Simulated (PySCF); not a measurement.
# How methods differ on the ionisation energy of Fe²⁺

Fe²⁺ [Ar] 3d6 [3d3/2^4 3d5/2^2, M_J = 4] → Fe³⁺ [Ar] 3d5 [3d3/2^4 3d5/2^1, M_J = 5/2], as a difference of total energies. Computed with PySCF 2.14 in x2c-TZVPall-2c (6s7p4d1f, 54 functions), with the two-component X2C-1e Hamiltonian. Correlated levels: [Ne] frozen; the 6 highest virtual spinors dropped. "Screened" scales the spin-orbit matrix elements by Boettger's factors to mimic the two-electron term; Breit and QED terms are absent.

| method | ionisation energy (eV) |
| --- | --- |
| GHF (spin-free) | 28.204 |
| GMP2 (spin-free) | 30.079 |
| GHF (screened spin-orbit) | 28.253 |
| GMP2 (screened spin-orbit) | 30.131 |

Errors of the correlated levels include the incompleteness of this basis and the frozen core.

The labels give the starting determinants; with spin-orbit coupling the two ends relaxed to ⟨J²⟩ = 20.01, ⟨L²⟩ = 6.01, ⟨S²⟩ = 6.00 and ⟨J²⟩ = 8.75, ⟨L²⟩ = 0.00, ⟨S²⟩ = 8.75.

Q: Which method comes closest to the reference value, and which is furthest?

A: The reference is 30.651 ± 0.012 eV (measured; NIST Atomic Spectra Database, ionization energies). Closest: GMP2 (screened spin-orbit) (error -0.520 eV); furthest: GHF (spin-free) (error -2.447 eV).
